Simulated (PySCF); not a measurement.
Species: CH7FSSi2.
SMILES with atom numbers: `[CH3:1][SiH2:2][Si@H:3]([F:4])[SH:5]` (hydrogens: H6, H7, H8 on C1; H9, H10 on Si2; H11 on Si3; H12 on S5)

A GFN2-xTB structure with every atom displaced at random (by about 0.01 Å) was refined with PySCF, PBE0-D3(BJ)/def2-SVP geometry optimisation, gas phase. Values at the start:

```tsv
coordinate	start
C1–Si2	1.917 Å
C1–H6	1.104 Å
C1–H7	1.062 Å
Si2–Si3	2.321 Å
Si2–H9	1.480 Å
Si2–H10	1.477 Å
Si3–F4	1.614 Å
Si3–S5	2.151 Å
Si3–H11	1.454 Å
S5–H12	1.322 Å
C1–Si2–Si3	108.2°
Si2–Si3–F4	107.6°
Si2–Si3–S5	114.2°
F4–Si3–S5	106.0°
C1–Si2–Si3–F4	-79°
```

Task: How do these coordinates change at the PBE0-D3(BJ)/def2-SVP level?

Result: 
```tsv
coordinate	PBE0-D3(BJ)/def2-SVP (Å or °)	change
C1–H7	1.100	+0.038
Si3–H11	1.490	+0.036
C1–Si2	1.881	-0.036
S5–H12	1.352	+0.030
Si3–F4	1.636	+0.022
Si2–H10	1.497	+0.020
Si2–H9	1.499	+0.019
Si3–S5	2.134	-0.017
Si2–Si3	2.337	+0.016
C1–H6	1.101	-0.003
F4–Si3–S5	111.5	+5.5
C1–Si2–Si3	111.8	+3.6
Si2–Si3–S5	111.0	-3.2
Si2–Si3–F4	106.5	-1.1
C1–Si2–Si3–F4	-53	+26
```

The energy falls by 27.9 kJ/mol over 12 energy and gradient evaluations, the largest force component goes from 0.0255 to 2.7e-04 Eh/bohr, and the atoms move by 0.373 Å rms after alignment. The bond that changes most is C1–H7 (Si-methyl carbon to methyl hydrogen), which lengthens by 0.038 Å. Bonds longer at the end by more than 0.005 Å: 8 of 11; shorter: 2. Among the dihedrals that turn most is H11–Si3–S5–H12, from -145° to 168°. Rotational constants go from 4051, 1226, 1037 to 3928, 1274, 1036 MHz.

The run used 117 basis functions and 78 SCF cycles in all. On one thread of an Arm Neoverse N1, shared host with 64 logical CPUs at a one-minute load of 50, this took 96 s wall and 0.49 GiB of memory at its peak.

Not checked by PBE0-D3(BJ)/def2-SVP frequencies. One conformer, not necessarily the lowest.
